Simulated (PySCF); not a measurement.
## Lu⁺ (lutetium, charge +1) across methods

[Xe] 4f14 6s2, closed-shell 1S. Computed with PySCF 2.14 in x2c-TZVPPall (11s7p7d2f2g, 99 functions), with the spin-free X2C one-electron Hamiltonian (Gaussian nucleus).

```tsv
method	E (hartree)	mean ε 5p (eV)	mean ε 4f (eV)	mean ε 6s (eV)	Σ⟨r²⟩ (bohr²)	⟨S²⟩
BLYP	-14564.19	-40.392	-18.152	-11.012	56.64	0.000
UHF	-14558.18215	-47.934	-31.343	-12.769	58.39	0.000
PBE0	-14563.02	-42.711	-21.772	-11.702	56.84	0.000
r2SCAN	-14563.35	-41.638	-18.528	-11.141	56.90	0.000
B3LYP	-14563.57	-42.277	-21.079	-11.655	56.74	0.000
PBE	-14563.27	-40.581	-18.352	-11.084	56.65	0.000
r2SCANh	-14563.26	-42.370	-19.886	-11.386	56.94	0.000
LDA	-14553.66	-40.851	-18.706	-11.321	56.29	0.000
```

Spin-orbit coupling, which splits the p, d and f shells strongly at this Z, is absent.
